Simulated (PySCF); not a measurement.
Correlation energy of P (phosphorus, neutral)

[Ne] 3s1 3p4, high-spin 4P determinant (an excited configuration). Calculation: PySCF 2.14, in aug-cc-pV(Q+d)Z; no relativity, point nucleus. Frozen: [Ne]; 5 electrons correlated.

```
  level  correlation energy (mhartree)
   CCSD                        -117.37
    (T)                         -11.32
CCSD(T)                        -128.69
```

Diagnostics: T1 = 0.039, D1 = 0.1166, largest double amplitude 0.195.

T1 exceeds 0.03, a sign that the reference determinant is poor. A double-excitation amplitude exceeds 0.15, a sign of near-degeneracy.

Cost of the coupled-cluster step: roughly 23 core-seconds, for 5 correlated electrons.

Iterations:

```
CC2 = 0
CCSD nocc = (np.int64(4), np.int64(1)), nmo = (84, 84)
frozen orbitals [[0, 1, 2, 3, 4], [0, 1, 2, 3, 4]]
max_cycle = 100
direct = 0
conv_tol = 1e-08
conv_tol_normt = 1e-06
diis_space = 8
diis_start_cycle = 0
Init t2, MP2 energy = -0.0847618395129859
Init E_corr(UCCSD) = -0.0847618395182276
cycle = 1  E_corr(UCCSD) = -0.0995049566752298  dE = -0.0147431172  norm(t1,t2) = 0.0917068
cycle = 2  E_corr(UCCSD) = -0.10583263931458  dE = -0.00632768264  norm(t1,t2) = 0.0586751
cycle = 3  E_corr(UCCSD) = -0.11620354570928  dE = -0.0103709064  norm(t1,t2) = 0.0426936
cycle = 4  E_corr(UCCSD) = -0.116093039940479  dE = 0.000110505769  norm(t1,t2) = 0.0145975
cycle = 5  E_corr(UCCSD) = -0.117503268532624  dE = -0.00141022859  norm(t1,t2) = 0.0079074
cycle = 6  E_corr(UCCSD) = -0.117379679105287  dE = 0.000123589427  norm(t1,t2) = 0.0035414
cycle = 7  E_corr(UCCSD) = -0.117288307990644  dE = 9.13711146e-05  norm(t1,t2) = 0.00120224
cycle = 8  E_corr(UCCSD) = -0.117383102898769  dE = -9.47949081e-05  norm(t1,t2) = 0.000860334
cycle = 9  E_corr(UCCSD) = -0.117382224021355  dE = 8.78877414e-07  norm(t1,t2) = 0.000629661
cycle = 10  E_corr(UCCSD) = -0.117373887655527  dE = 8.33636583e-06  norm(t1,t2) = 0.000435105
cycle = 11  E_corr(UCCSD) = -0.117374596408212  dE = -7.08752685e-07  norm(t1,t2) = 0.000273223
cycle = 12  E_corr(UCCSD) = -0.117373817135658  dE = 7.79272554e-07  norm(t1,t2) = 0.000185619
cycle = 13  E_corr(UCCSD) = -0.117371500521553  dE = 2.3166141e-06  norm(t1,t2) = 0.000120708
cycle = 14  E_corr(UCCSD) = -0.117372431796329  dE = -9.31274775e-07  norm(t1,t2) = 7.55401e-05
cycle = 15  E_corr(UCCSD) = -0.117373055250832  dE = -6.23454503e-07  norm(t1,t2) = 4.61034e-05
cycle = 16  E_corr(UCCSD) = -0.117372730958435  dE = 3.24292398e-07  norm(t1,t2) = 1.56959e-05
cycle = 17  E_corr(UCCSD) = -0.117372203434688  dE = 5.27523746e-07  norm(t1,t2) = 5.03126e-06
cycle = 18  E_corr(UCCSD) = -0.117372027215231  dE = 1.76219457e-07  norm(t1,t2) = 2.33974e-06
cycle = 19  E_corr(UCCSD) = -0.117372053740483  dE = -2.65252513e-08  norm(t1,t2) = 1.19671e-06
cycle = 20  E_corr(UCCSD) = -0.117372107232782  dE = -5.34922997e-08  norm(t1,t2) = 6.36897e-07
cycle = 21  E_corr(UCCSD) = -0.117372118372474  dE = -1.11396914e-08  norm(t1,t2) = 3.87205e-07
cycle = 22  E_corr(UCCSD) = -0.117372124366374  dE = -5.99390008e-09  norm(t1,t2) = 3.36178e-07
UCCSD converged
E(UCCSD) = -340.5460385952066  E_corr = -0.1173721243663738
UCCSD(T) correction = -0.011316082346414
```
